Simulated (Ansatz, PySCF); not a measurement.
Molecule: sum formula HSiO2Br2, net charge -1, singlet state. It need not be the lowest isomer of its formula. Whether it binds its extra electron was not tested at this geometry. 
Coordinates optimised at B3LYP-D3(BJ)/def2-TZVP (Ansatz, a quantum-chemistry and plane-wave program):
SMILES: [O-][Si](O)(Br)Br
```xyz
6

Si    -0.8367     0.2444     0.1234
Br     0.2335    -0.3970    -1.8306
Br     0.9270     0.2303     1.6282
O     -1.6290     1.5572     0.0441
O     -1.6612    -1.1431     0.5404
H     -2.5828    -0.9007     0.6812
```
Charge -1, spin multiplicity 1.

Total electronic energies in hartree. Cores are frozen in the correlated levels unless marked. No spin-orbit coupling. Frozen are the shells of the preceding noble gas and the d and f shells that filled before the atom's block. No relativistic terms. Basis-set limits of correlation are two-point, X^-3; Hartree-Fock from the larger set. The bracket is a focal-point correction in the basis named.

```tsv
level	program	energy (Eh)
HF/def2-TZVPPD	Ansatz	-5584.40719
HF-D4/def2-TZVPD	PySCF + dftd4	-5584.43286
RI-HF/def2-TZVPP	Ansatz	-5584.40298
BLYP-D3(BJ)/def2-TZVPD	Ansatz + dftd3	[?]
PBE0/6-31G*	Ansatz	-5587.60824
PBE0/def2-SVP	Ansatz	-5587.38918
PBE0-D3(BJ)/def2-TZVPD	Ansatz + dftd3	-5588.33881
PBE0/def2-QZVPP	Ansatz	[?]
HSE06-D4/def2-TZVPD	Ansatz + dftd4	-5588.33576
CAM-B3LYP/def2-TZVPD	Ansatz	[?]
LC-wPBE-D3(BJ)/def2-TZVPD	Ansatz + dftd3	-5588.32385
wB97X-V/def2-TZVPD	Ansatz	-5588.63919
B2PLYP-D4/def2-TZVPD	Ansatz + dftd4	-5588.17130
B2PLYP/def2-TZVPD	Ansatz	-5588.16517
MP2/6-31G*	Ansatz	-5584.35062
RI-MP2/def2-TZVPP	Ansatz	-5585.32851
SCS-MP2/def2-SVP	Ansatz	-5584.13246
SCS-MP2/def2-TZVPP	Ansatz	-5585.30484
SCS-MP2/def2-TZVPPD	Ansatz	-5585.31612
CCSD/STO-3G	Ansatz	-5523.33015
CCSD(T)/def2-SVPD	Ansatz	-5584.28810
CCSD(T)/def2-TZVPPD	Ansatz	-5585.40447
RI-MP2/CBS(def2-TZVPPD,def2-QZVPPD)+[CCSD(T)-MP2]/def2-TZVPPD	Ansatz	-5585.6599
```

**Question.** Fill in the missing entries.

**Answer.** 
- BLYP-D3(BJ)/def2-TZVPD, energy (Eh): -5589.25355
- PBE0/def2-QZVPP, energy (Eh): -5588.45444
- CAM-B3LYP/def2-TZVPD, energy (Eh): -5589.42398
